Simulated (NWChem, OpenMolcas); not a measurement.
**From OpenMolcas to NWChem**

OpenMolcas 26.06 runs this on B2NH2OF (SMILES OB1NB1F):

test.input:
```
>>> EXPORT MOLCAS_PRINT=2

&GATEWAY
  BasLib
  $CurrDir
  BasisSet
  O.STO-3G....
  O1 -1.276700 0.176400 1.308100 angstrom
  End of Basis
  BasisSet
  B.STO-3G....
  B2 -0.379000 0.150200 0.304200 angstrom
  B4 0.587000 0.339700 -0.954100 angstrom
  End of Basis
  BasisSet
  N.STO-3G....
  N3 0.632200 -0.768200 -0.094800 angstrom
  End of Basis
  BasisSet
  F.STO-3G....
  F5 1.250000 0.724100 -2.025300 angstrom
  End of Basis
  BasisSet
  H.STO-3G....
  H6 -1.829400 0.960200 1.293400 angstrom
  H7 1.077200 -1.650400 0.122900 angstrom
  End of Basis

&SEWARD

&SCF
  Thresholds
  1e-10 1e-07 1e-07 1e-05
  PrOrbitals
  1

&ALASKA
```

```bash
$ export MOLCAS_MEM=1860
$ pymolcas test.input > test.log
```

(Basis files named in the input come from the Basis Set Exchange and aren't shown.)

The shape is that of a PBE0-D4/def2-TZVP optimisation. This is one conformer, not always the lowest.

The shape isn't stationary at this level (largest force 2.1 eV/Å).

It gives a total energy of -275.638061 Eh.

Translate the job to NWChem 7.3.0 as an input file of the program's own.

For example:

geom.nw:
```
start geom
title "B2FH2NO hf"
memory total 1800 mb
charge 0

geometry noautosym nocenter noautoz
 O     -1.276700     0.176400     1.308100
 B     -0.379000     0.150200     0.304200
 N      0.632200    -0.768200    -0.094800
 B      0.587000     0.339700    -0.954100
 F      1.250000     0.724100    -2.025300
 H     -1.829400     0.960200     1.293400
 H      1.077200    -1.650400     0.122900
end

basis spherical bse
 * library STO-3G
end

scf
 thresh 1e-08
 maxiter 80
end

task scf gradient
```

```bash
$ nwchem geom.nw > geom.out
```

Its energy is -275.638061 Eh, the same as the first but for the last digit, at most.
